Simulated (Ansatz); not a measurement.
Calculated with Ansatz (gas phase, PBE0-D4/def2-TZVP geometries, no zero-point term in ΔE). CCSD(T)/CBS is the MP2 limit (def2-TZVPP, def2-QZVPP) plus CCSD(T) − MP2 in def2-TZVPP, frozen cores. This one scheme is used for every species. Functionals use def2-TZVPP. One conformer a species, not always the lowest.

Reaction (substitution at a C–S bond): `C=CSC(F)(F)F` + `OB(O)S` → `OB(O)SC(F)(F)F` + `C=CS`

`C=CSC(F)(F)F`:

Cartesian coordinates in Å:
```
C 0.346 0.719 1.366
C -0.700 0.957 0.589
S -1.192 0.239 -0.926
C 0.105 -0.977 -1.246
F 0.190 -1.916 -0.304
F -0.201 -1.573 -2.397
F 1.315 -0.434 -1.371
H 0.462 1.290 2.279
H 1.104 -0.019 1.145
H -1.430 1.713 0.864
```

`OB(O)S`:

```xyz
7

O    -0.357    1.121    0.255
B     0.264   -0.085    0.105
O     1.483   -0.276    0.669
S    -0.407   -1.518   -0.812
H    -1.214    1.195   -0.165
H     1.789    0.505    1.138
H    -1.559   -0.942   -1.189
```

`OB(O)SC(F)(F)F`:

```xyz
10

O     1.898    1.391   -0.864
B     0.912    0.515   -0.565
O     0.874   -0.709   -1.140
S    -0.302    1.203    0.646
C    -1.287   -0.255    1.023
F    -2.297    0.097    1.807
F    -1.810   -0.838   -0.075
F    -0.591   -1.208    1.650
H     2.501    1.049   -1.531
H     0.102   -1.246   -0.952
```

`C=CS`:

```xyz
7

C     0.479    1.033    0.082
C     0.003   -0.167   -0.225
S    -0.897   -1.169    0.893
H     0.337    1.479    1.060
H     1.031    1.604   -0.652
H     0.159   -0.592   -1.210
H    -1.112   -2.189    0.052
```

```tsv
level	ΔE (eV)
r2SCAN	-0.02
HF/def2-TZVPP	-0.01
```

Question: What does CCSD(T)/CBS give? (Best estimate.)

Answer: Ansatz gave: 0.00 eV. The listed levels differ from it by -0.02, -0.01 eV.

Largest T1 diagnostic among the species: 0.013.
